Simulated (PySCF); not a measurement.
Structure problem from calculated spectra and properties.

Formula: C12H14Si.

* Rotational structure: rotational constants A, B, C: 0.924, 0.522, 0.480 GHz [PBE0-D3(BJ)/def2-SVP]
* UV, strongest line: among the 10 lowest singlet transitions: S10 at 6.01 eV (206 nm, f = 0.055) [TDDFT B3LYP/def2-SVPD]
* Triplet: lowest triplet excitation (Tamm–Dancoff): 4.07 eV [TDA B3LYP/def2-SVPD]
* XPS: Si2p3/2 105.7, C1s 289.5, C1s 289.6 (×3), C1s 290.0 (×2), C1s 290.0 (×3), C1s 290.1 (×2), C1s 290.1, Si1s 1845.6 eV [ΔSCF SCAN, pcX-2 on the ionised atom, pcseg-1 elsewhere, spin-free X2C, 2p3/2 from a spin–orbit splitting computed afterwards within the 2p shell]
* 1H NMR: chemical shifts (computed TMS as zero) by class: 7.61 (2 H), 7.40 (1 H), 7.39 (2 H), 6.44 (1 H), 6.38 (3 H), 6.30 (1 H), 6.26 (1 H), 5.85 (3 H) ppm [GIAO B3LYP/pcSseg-1]
* 13C NMR: chemical shifts (computed TMS as zero) by class: 145.1 (3 C), 144.9 (3 C), 143.9 (2 C), 137.3 (1 C), 135.9 (1 C), 133.7 (2 C) ppm [GIAO B3LYP/pcSseg-1]
* Dipole: 0.25 D [B3LYP/def2-SVPD]
* NMR, other nuclei: isotropic shieldings of nuclei other than C and H, by class: 356 (1 Si) ppm [GIAO B3LYP/pcSseg-1]

The electronic properties come from PySCF, for the isolated species, density fitting. Levels stand in brackets. The structure is a single PBE0-D3(BJ)/def2-SVP conformer in the gas phase; no vibrational or solvent corrections. Each NMR value is the plain mean over a class of atoms that symmetry, rotation or inversion makes alike.

Task: What is the compound? Reason from the data.

Result: 12 carbons fall into 6 classes; from least to most shielded: carbon bonded to C and 2 H (145.1 ppm, 3 C, up to 2.8 ppm apart in this geometry), carbon bonded to C, Si and H (144.9 ppm, 3 C), carbon bonded to 2 C and H (143.9 ppm, 2 C), carbon bonded to 2 C and Si (137.3 ppm), carbon bonded to 2 C and H (135.9 ppm), carbon bonded to 2 C and H (133.7 ppm, 2 C). Hydrogen classes from least to most shielded: 2 H on 2 like atoms (carbon bonded to 2 C and H) (7.61 ppm), 1 H on a carbon bonded to 2 C and H (7.40 ppm), 2 H on 2 like atoms (carbon bonded to 2 C and H) (7.39 ppm), 1 H on a carbon bonded to C and 2 H (6.44 ppm), 3 H on 3 like atoms (carbon bonded to C, Si and H) (6.38 ppm), 1 H on a carbon bonded to C and 2 H (6.30 ppm), 1 H on a carbon bonded to C and 2 H (6.26 ppm), 3 H on 3 like atoms (carbon bonded to C and 2 H) (5.85 ppm, a mean of values up to 0.6 ppm apart in this geometry). The other shieldings belong to: 356 ppm, silicon bonded to 4 C. The core levels belong to: Si2p3/2 105.7 eV, silicon bonded to 4 C; C1s 289.5 eV, carbon bonded to 2 C and Si; C1s 289.6 eV, carbon bonded to C, Si and H; C1s 290.0 eV, carbon bonded to 2 C and H; C1s 290.0 eV, carbon bonded to C and 2 H; C1s 290.1 eV, carbon bonded to 2 C and H; C1s 290.1 eV, carbon bonded to 2 C and H; Si1s 1845.6 eV, silicon bonded to 4 C. One atom of each topological class was ionised and stands for its class. The hole state at 289.6 eV has ⟨S²⟩ = 0.82 against 0.75, so that value is less sure. The hole state at 289.5 eV has ⟨S²⟩ = 0.85 against 0.75, so that value is less sure. The hole state at 290.0 eV has ⟨S²⟩ = 0.84 against 0.75, so that value is less sure. The hole state at 290.1 eV has ⟨S²⟩ = 0.83 against 0.75, so that value is less sure. The hole state at 290.1 eV has ⟨S²⟩ = 0.84 against 0.75, so that value is less sure. The optimised geometry has point group C1 and is an asymmetric top. Structure: `C=C[Si](C=C)(C=C)C1=CC=CC=C1` (Si(vinyl)3Ph). The assignments are read from this structure; whether some other isomer fits the data as well wasn't checked.
